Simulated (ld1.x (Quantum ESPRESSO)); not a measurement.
The numbers below are computed, except where a source is named.
# Hardness and transferability of assorted potentials

Generated with ld1.x 7.5 (TM, RRKJ, ultrasoft, PAW), atompaw 4.2 or ONCVPSP 4.0.1. The cutoff is in Ry: for ld1.x and atompaw files where the sum of valence levels is converged to 10 mRy in a Bessel basis, for ONCV files where the hardest occupied wave has 1 mHa per electron of residual kinetic energy. The error is the largest all-electron minus pseudo excitation energy over each file’s own four to seven test configurations (ionisations up to +4, promotions, holes and added fractions of an electron), all of which were solved. The labels leave out finer settings (local radius, basis sizes, second energies), which also bear on the numbers. Spin-polarised tests are not counted. The rows are a selection from randomly drawn settings: files with unsolved tests, undetermined cutoffs or missed reference levels are left out.

A true bound ghost makes a file unfit for plane-wave use even where its test errors are small: the radial tests pick states by their node count and pass the ghost by.

| element | potential | cutoff (Ry) | largest error (meV) | bound ghosts |
| --- | --- | --- | --- | --- |
| K | PAW, LDA (PZ), scalar-relativistic, rc 2.00/2.20/4.75 (spd), local smoothed, core correction yes, reference 3s2 3p6 3d0 4s0.5 4p0 | 15 | -7.1 | none |
| Zr | PAW, PBE, scalar-relativistic, rc 3.50/3.70/1.70 (spd), local smoothed, core correction yes, reference 4d2 5s2 5p0 | 30 | -371 | none |
| Zr | TM semilocal, PBEsol, scalar-relativistic, rc 2.30/2.95/2.45 (spd), local p, core correction yes, reference 4d2 5s0 5p0 | 25 | -203 | none |
| Lu | TM semilocal, PBEsol, scalar-relativistic, rc 2.15/3.65/2.55 (spd), local s, core correction no, reference 5d1 6s1 6p0 | 18 | +209 | none |
| Pb | TM, PBE, scalar-relativistic, rc 1.95/2.80 (sp), local smoothed, core correction yes, reference 6s2 6p2 | 21 | -614 | none |

Fill in the row for Nd: TM, BP86, scalar-relativistic, rc 2.80/3.15/2.20 (spd), local p, core correction no, reference 5d1 6s2 6p0.

cutoff 12 Ry, largest error +267 meV, bound ghosts: s.

Fill in the row for Mo: RRKJ, PBE, scalar-relativistic, rc 1.30/1.85/1.40 (spd), local smoothed, core correction yes, reference 4s2 4p6 4d5 5s0 5p0.

cutoff 90 Ry, largest error -270 meV, bound ghosts: none.
